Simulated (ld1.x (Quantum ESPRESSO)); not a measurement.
## Before and after: PAW potential for Lu

ld1.x (Quantum ESPRESSO) 7.5 input, shortened:

```
&input
   title='Lu', zed=71., rel=1, dft='REVPBE', iswitch=3,
   config='[Xe] 4f14 5d2 6s1 6p0'
 /
 &inputp
   pseudotype=3, lpaw=.true., tm=.true., lloc=-2, rcloc=1.75,
   nlcc=.true., new_core_ps=.true., rcore=1.05,
   which_augfun='BESSEL', rmatch_augfun=1.70
 /
6
5S  1  0   2.00   0.00  1.50  1.90  0.0
6S  2  0   1.00   0.00  1.50  1.90  0.0
5P  2  1   6.00   0.00  1.85  2.05  0.0
6P  3  1   0.00   0.00  1.85  2.05  0.0
5D  3  2   2.00   0.00  2.40  2.75  0.0
5D  3  2   0.00   0.90  2.40  2.75  0.0
 &test
   configts(1)='5s2 5p6 5d2 6s1 6p0'
 /
```

Change: waves 5d (bound): rcut 2.40, rcutus 4.12 bohr; 5d channel at 0.9 Ry: rcut 2.40, rcutus 4.12 bohr.

Cutoffs: the cutoffs (Ry, on a coarse ladder) from which the occupation-weighted sum of valence levels, in a spherical-Bessel basis at the reference potential, stays within 10 and 1 mRy of its value at 400 Ry; they do not see the model core or the augmentation charge, which bear on the density cutoff. Errors are all-electron minus pseudo energies relative to the spin-unpolarised reference configuration.

**Question.** How do hardness, ghosts and transferability respond?

**Answer.** The potential gets neither clearly harder nor softer (21 Ry and 35 Ry → 21 Ry and 35 Ry); the s channel sets the loose cutoff, while the largest relative change is in d, which becomes softer; of the 7 tests that both files solve, the error grows in 3 and shrinks in 2 by more than 15 % and 0.3 meV (median size 21.4 → 31.0 meV); neither file shows a bound ghost.

| quantity | base | changed |
| --- | --- | --- |
| cutoff, loose | 21 Ry | 21 Ry |
| cutoff, tight | 35 Ry | 35 Ry |
| loose cutoff by channel (10 mRy a level) | s 18 Ry, p 15 Ry, d 10 Ry | s 18 Ry, p 15 Ry, d 6 Ry |
| bound ghosts | none | none |
| error for 5s2 5p6 5d1 6s2 6p0, meV [ΔE -3.00 eV] | -0.4 | +38 |
| error for 5s2 5p6 5d1 6s1 6p0, meV [ΔE 4.29 eV] | -10 | +9.5 |
| error for 5s2 5p6 5d1 6s0 6p0, meV [ΔE 17.41 eV] | -43 | -31 |
| error for 5s2 5p6 5d1 6s1.5 6p0, meV [ΔE -0.04 eV] | -3.4 | +23 |
| error for 5s2 5p6 5d0 6s2 6p1, meV [ΔE -2.09 eV] | -34 | +184 |
| error for 5s2 5p6 5d1 6s0 6p1, meV [ΔE 8.48 eV] | -21 | -3.4 |
| error for 5s1 5p6 5d1 6s2 6p0, meV [ΔE 64.05 eV] | -564 | -562 |
| lowest overlap eigenvalue by channel | s 0.12, p 0.16, d 0.76 | s 0.12, p 0.16, d 0.81 |
